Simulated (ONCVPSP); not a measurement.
**u(r) = r·R(r): atom against pseudo-atom (nickel (Ni))**

Columns: radius, all-electron u(r) and pseudo u(r) of the 3p shell (level -91.10 eV) of nickel in the configuration [Ne] 3s2 3p6 3d8; PBE, scalar-relativistic, ONCV scheme, ONCVPSP 4.0.1.

| r (bohr) | all-electron | pseudo |
| --- | --- | --- |
| 0.082 | -0.5226 | 0.0522 |
| 0.165 | -0.5802 | 0.2014 |
| 0.248 | -0.1505 | 0.4193 |
| 0.330 | 0.3669 | 0.6624 |
| 0.413 | 0.7898 | 0.8929 |
| 0.495 | 1.0587 | 1.0698 |
| 0.578 | 1.1920 | 1.1760 |
| 0.660 | 1.2205 | 1.2063 |
| 0.742 | 1.1812 | 1.1745 |
| 0.825 | 1.1001 | 1.0983 |
| 0.908 | 0.9982 | 0.9980 |
| 0.990 | 0.8901 | 0.8901 |
| 1.072 | 0.7831 | 0.7830 |
| 1.155 | 0.6807 | 0.6805 |
| 1.238 | 0.5868 | 0.5867 |
| 1.320 | 0.5035 | 0.5034 |
| 1.402 | 0.4298 | 0.4297 |
| 1.485 | 0.3646 | 0.3646 |
| 1.568 | 0.3081 | 0.3081 |
| 1.650 | 0.2602 | 0.2601 |
| 1.733 | 0.2186 | 0.2186 |
| 1.815 | 0.1837 | 0.1837 |
| 1.898 | 0.1537 | 0.1537 |
| 1.980 | 0.1287 | 0.1286 |
| 2.062 | 0.1075 | 0.1075 |
| 2.145 | 0.0895 | 0.0895 |

Problem. How many radial nodes do the two functions have?

Solution. The all-electron 3p function has n − l − 1 = 1; the pseudo-wave has 0, since the states of the same l below it are removed with the core.

Problem. At about which radius was the pseudo-wave matched?

Solution. 1.10 bohr. The columns agree to 0.0005 from 0.91 bohr on; several derivatives are matched, so the curves merge somewhat inside the radius.

Problem. Where does each function peak?

Solution. Outermost all-electron maximum near 0.66 bohr, pseudo maximum near 0.66 bohr (to the table’s step).

Problem. Is the pseudo-wave norm-conserving?

Solution. Yes: the ONCV scheme keeps the norm inside the radius equal to the all-electron one, which fixes the energy derivative of the logarithmic derivative at the level.
